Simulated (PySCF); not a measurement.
Compound: C2H8S3Si2.
Cartesian coordinates in Å at the PBE0-D3(BJ)/def2-SVP level; atoms count from 1:
```
atom  x, y, z in Å
Si1   -3.0558   -0.0238    0.3690
S2    -2.3204   -0.2189   -1.6529
C3    -0.5159   -0.0250   -1.4403
C4     0.1279   -1.2951   -0.9143
S5     1.9400   -1.1104   -0.7572
Si6    1.8325    0.7964    0.2213
S7    -0.1481    1.4206   -0.3616
H8    -2.2664   -0.8513    1.3278
H9    -3.1181    1.3866    0.8418
H10   -4.4392   -0.5712    0.2537
H11   -0.1380    0.1957   -2.4500
H12   -0.0393   -2.1153   -1.6286
H13   -0.3125   -1.5854    0.0511
H14    1.9214    0.7545    1.7100
H15    2.9209    1.6735   -0.2953
```

Level: PBE0/pcSseg-1 and B3LYP/def2-SVPD in PySCF, non-relativistic, on one gas-phase PBE0-D3(BJ)/def2-SVP geometry that isn't relaxed in the solvent. The solvent is an IEF-PCM continuum (Bondi radii, 1.10 Å for H, scaled by 1.2). The model holds no explicit solvent molecules, cavitation or dispersion.

Gas phase at PBE0/pcSseg-1: HOMO -7.22 eV, LUMO -0.85 eV, dipole 1.13 D.

Task: What does the continuum do to the energy, the frontier levels and the dipole at PBE0/pcSseg-1 in chloroform and dimethylsulfoxide?

Result: 
```tsv
solvent	ε	E(solvent) − E(gas) (kJ/mol)	polarisation term (kJ/mol)	distortion of the solute (kJ/mol)	HOMO (eV)	LUMO (eV)	dipole (D)
chloroform	4.711	-12.30	-13.40	1.10	-7.17	-0.73	1.44
dimethylsulfoxide	46.83	-17.41	-19.71	2.30	-7.18	-0.70	1.60
```

Polarisation term: ½ Σ q·V over the induced surface charges. Distortion: the rise of the solute's own energy as its density leaves the gas-phase optimum. From chloroform to dimethylsulfoxide the lowering changes by a factor 1.42, Onsager's factor (ε − 1)/(2ε + 1) by 1.36 and ε itself by 9.9.

Task: Which radius a makes the point-dipole formula ΔE = −[(ε − 1)/(2ε + 1)]·μ²/a³ give the value in dimethylsulfoxide, with the gas-phase dipole?

Result: μ = 0.446 au and |ΔE| = 0.00663 Eh give a = 1.29 Å; the farthest nucleus lies 4.00 Å from the centroid of the nuclei, so such a sphere wouldn't even hold the nuclei. The formula assumes a rigid point dipole at the centre of a sphere.

Task: Give the dipole vector in the frame of the coordinates (D, pointing from negative to positive charge), gas and dimethylsulfoxide.

Result: Gas (0.39, -0.32, 1.02), solvent (0.60, -0.57, 1.37). Its length changes by +41 % and its direction by 5°.

Task: Which Hirshfeld charges (PBE0/pcSseg-1) respond most in chloroform (means over atoms taken as equivalent)?

Result: 
```
atoms                environment  gas (e)  solvent (e)  change
   S2  sulfur bonded to C and Si   -0.076       -0.090  -0.014
   S5  sulfur bonded to C and Si   -0.081       -0.094  -0.013
   S7  sulfur bonded to C and Si   -0.064       -0.076  -0.012
  Si6               SiH2 silicon   +0.291       +0.297  +0.006
  H12         methylene hydrogen   +0.052       +0.058  +0.006
  H11           methine hydrogen   +0.041       +0.047  +0.006
  H13         methylene hydrogen   +0.036       +0.041  +0.005
  H14              Si–H hydrogen   -0.072       -0.069  +0.003
```

Task: Which Mayer bond orders change most in chloroform?

Result: 
| bond | length (Å) | gas | solvent | change |
| --- | --- | --- | --- | --- |
| S5–Si6 | 2.146 | 0.966 | 0.953 | -0.013 |
| Si6–S7 | 2.157 | 0.926 | 0.913 | -0.013 |
| Si1–S2 | 2.160 | 0.920 | 0.909 | -0.011 |
| S2–C3 | 1.827 | 0.994 | 0.984 | -0.010 |
| C4–S5 | 1.828 | 0.996 | 0.987 | -0.009 |
| S7–C3 | 1.841 | 0.989 | 0.982 | -0.007 |
| Si6–H14 | 1.492 | 0.896 | 0.902 | +0.006 |
| Si1–H8 | 1.492 | 0.913 | 0.918 | +0.005 |

Task: How do the nuclear quadrupole coupling constants eQVzz/h respond in chloroform?

Result: 
| nucleus | Q (barn) | gas (MHz) | solvent (MHz) | η gas | η solvent |
| --- | --- | --- | --- | --- | --- |
| 33S at S2 | -0.06781 | 37.99 | 37.33 | 0.90 | 0.91 |
| 33S at S5 | -0.06781 | 37.62 | 37.03 | 0.76 | 0.76 |
| 33S at S7 | -0.06781 | 36.98 | 36.59 | 0.87 | 0.88 |

Gas phase at B3LYP/def2-SVPD: HOMO -6.94 eV, LUMO -1.09 eV, dipole 0.83 D.

Task: What does the continuum do to the energy, the frontier levels and the dipole at B3LYP/def2-SVPD in chloroform?

Result: 
```tsv
solvent	ε	E(solvent) − E(gas) (kJ/mol)	polarisation term (kJ/mol)	distortion of the solute (kJ/mol)	HOMO (eV)	LUMO (eV)	dipole (D)
chloroform	4.711	-11.06	-12.18	1.12	-6.88	-0.96	1.09
```

Task: How does the static polarisability (B3LYP/def2-SVPD, frozen core, with the continuum's full static response) change?

Result: 
```json
{"medium": "gas", "isotropic (au)": "139.5", "principal values (au)": "113.8, 132.1, 172.8", "⟨r²⟩ of the electrons (bohr²)": "2003.4"}
{"medium": "chloroform", "isotropic (au)": "181.4", "principal values (au)": "150.6, 175.1, 218.6", "⟨r²⟩ of the electrons (bohr²)": "2003.9"}
```

The isotropic value in chloroform is 1.30 times the gas-phase one; no cavity-field correction is applied. ⟨r²⟩ is taken about the centre of nuclear charge.
